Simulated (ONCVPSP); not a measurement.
# Configuration tests for aluminium (ONCV)

ONCVPSP 4.0.1 input, shortened (lines: element, Z, core and valence counts, functional; n l f; lmax; l rc ep ncon nbas qcut; lloc lpopt rc5 dvloc0; l nproj debl; icmod fcfact rcfact), PBE, scalar-relativistic:

```
  Al 13.00    1    4        4      upf
    1    0    2.00
    2    0    2.00
    2    1    6.00
    3    0    2.00
    3    1    1.00
    1
    0    0.85    0.00    4    8   17.90
    1    1.00    0.00    4    8   17.40
    4    5    0.60    0.00
    0    2    3.30
    1    3    3.20
    2    0.30    1.05
```

Energies are relative to the spin-unpolarised reference configuration 2s2 2p6 3s2 3p1; without spin polarisation the order of configurations can differ from experiment. Not all tests gave a result: 1 of 4 tests not solved or not reliable.

```
valence configuration  charge  ΔE all-electron (eV)  error AE − PS (meV)
      2s2 2p6 3s2 3p0      +1                 5.761                 +0.2
      2s2 2p6 3s1 3p0      +2                24.987                 -0.1
      2s2 2p6 3s0 3p3       0                10.451                 +0.3
```

Levels in the configuration 2s2 2p6 3s1 3p0:

| level | all-electron (eV) | pseudo (eV) |
| --- | --- | --- |
| 2s | -128.768 | -128.779 |
| 2p | -90.261 | -90.252 |
| 3s | -23.748 | -23.748 |
